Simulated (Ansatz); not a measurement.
Ansatz results at the PBE0-D4/def2-TZVP geometry: LUMO energy (PBE/def2-TZVPP) -1.23 eV; HOMO–LUMO gap (PBE/def2-TZVPP) 4.89 eV; size of the dipole moment (B3LYP/def2-TZVPP) 2.83 D.

Each molecule was computed in one conformer, which needn't be the lowest.

Question: Which molecule gave them?
A. `C[SiH2]/C=C/[SiH3]`
B. `CO[SiH2][SiH2]O`
C. `N[SiH2][Si](N)(Cl)Cl`
D. `C[SiH](Cl)C#C[Si](F)(F)Cl`

Answer: C. The others give `C[SiH](Cl)C#C[Si](F)(F)Cl`: -2.41, 5.17, 2.62; `C[SiH2]/C=C/[SiH3]`: -1.86, 4.96, 0.86; `CO[SiH2][SiH2]O`: -1.57, 4.87, 1.84.

B3LYP here is the variant with VWN-RPA as its local correlation; programs differ in this.
